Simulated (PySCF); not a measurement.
**Correlation energy of Se²⁺ (selenium, charge +2)**

[Ar] 3d10 4s2 4p2, high-spin 3P determinant. Calculation: PySCF 2.14, in jorge-DZP-DKH (8s6p2d1f, 43 functions); scalar relativity by spin-free X2C-1e. Frozen: [Ar] 3d10; 4 electrons correlated.

MP2 pair energies summed by pair of shells (mhartree):

| pair | energy | share (%) |
| --- | --- | --- |
| 4s-4p | -13.61 | 50.0 |
| 4s-4s | -12.08 | 44.4 |
| 4p-4p | -1.52 | 5.6 |

Total MP2 correlation energy: -27.21 mhartree.

Same-spin part -3.17 and opposite-spin part -24.05 mhartree; SCS-MP2 scales them by 1/3 and 6/5 to -29.91 mhartree.

| level | correlation energy (mhartree) |
| --- | --- |
| CCSD | -36.00 |
| (T) | -0.19 |
| CCSD(T) | -36.19 |

Diagnostics: T1 = 0.0028, D1 = 0.0059, largest double amplitude 0.096.

**Question.** Is a single reference adequate?

**Answer.** Mostly. T1 lies below 0.03, but a double amplitude of this size points to a near-degeneracy that CCSD handles and MP2 describes poorly.
